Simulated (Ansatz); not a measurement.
A nudged elastic band was laid between two geometries of AlBClH4N (8 atoms, charge 0, multiplicity 1).

Level of theory: RKS LDA/def2-SVP in Ansatz.

```
movable images  : 5
climbing image  : yes
spring          : 5.0 eV/Å²
optimiser       : quadratic models (default)
start path      : IDPP
force threshold : 0.05 eV/Å
iteration limit : 60
end points      : relaxed
```

Initial state:

```xyz
8
Properties=species:S:1:pos:R:3
B 0.014 1.163 -0.142
N 0.411 0.319 0.864
Al -0.235 -1.106 -0.081
Cl 1.140 -2.262 -1.168
H -0.598 0.532 -1.071
H 0.133 2.361 -0.304
H 0.926 0.600 1.701
H -1.698 -1.664 0.145
```

Final state:

```xyz
8
Properties=species:S:1:pos:R:3
B -0.143 1.159 0.036
N 0.918 0.330 0.294
Al -0.068 -1.101 -0.273
Cl -0.976 -2.296 1.199
H -1.122 0.520 -0.485
H -0.320 2.348 0.208
H 1.800 0.616 0.725
H 0.003 -1.634 -1.760
```

(1) Which bonds break or form, and what moves?

(2) What energy profile does the band end with?

(3) What is the geometry of the highest image?

Answers

(1) No bond is made or broken. The dihedral H7–N2–Al3–H8 goes from 92 to -92°. The two ends are copies of one structure, up to a mirror image or an exchange of like atoms.

(2) The run converged. The highest image is number 4 of 0 to 6, 3.2 kcal/mol above the ends, which have the same energy within 2 meV. The profile has 2 maxima (images 2, 4) with wells between them (image 3): this band takes more than one step, which may be the mechanism or a detour left from its start path. A vibrational analysis at the climbing image gives one clearly imaginary mode, 102i cm⁻¹: a first-order saddle point.

| image | path coordinate (Å) | energy (kcal/mol) | dihedral H7–N2–Al3–H8 (°) |
| --- | --- | --- | --- |
| 0 | 0.00 | 0.0 | 92 |
| 1 | 1.01 | 2.7 | 134 |
| 2 | 2.01 | 2.8 | 162 |
| 3 | 3.02 | 2.5 | -174 |
| 4 | 4.03 | 3.2 | -149 |
| 5 | 4.77 | 1.8 | -124 |
| 6 | 5.52 | 0.0 | -92 |

(3) 
```xyz
8
Properties=species:S:1:pos:R:3
B -0.269 1.300 0.055
N 0.732 0.343 -0.100
Al -0.066 -1.272 -0.185
Cl 0.790 -2.815 0.948
H -1.428 0.896 -0.082
H -0.051 2.467 0.335
H 1.715 0.591 0.053
H -1.331 -1.568 -1.080
```

Run time: 73 s on 1 thread of Arm Neoverse V2, with other jobs on the host, peak memory 0.26 GiB.
